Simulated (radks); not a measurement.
The numbers below are computed, except where a source is named.
Task: Neutral calcium, [Ar] 4s2. Code: a radial shooting solver on a logarithmic mesh with Libxc functionals. Model: non-relativistic Kohn-Sham, exchange-only PBE, spin-polarised, spherical densities, point nucleus. Every spin shell is full or empty, so the densities are truly spherical. Functionals are evaluated on that one density, not self-consistently. Rank these exchange functionals by their error against the exact value of the orbitals, and give that value: LDA, B88, RPBE, PW86, OPTX, B86b, SCAN, r2SCAN.

Result: Exact: -35.1658 hartree. From best to worst, with 100 (|E| - |E exact|)/|E exact| (equal figures are ties): RPBE -0.01, r2SCAN -0.02, B88 +0.02, B86b +0.11, OPTX +0.16, SCAN +0.27, PW86 +0.46, LDA -7.36.
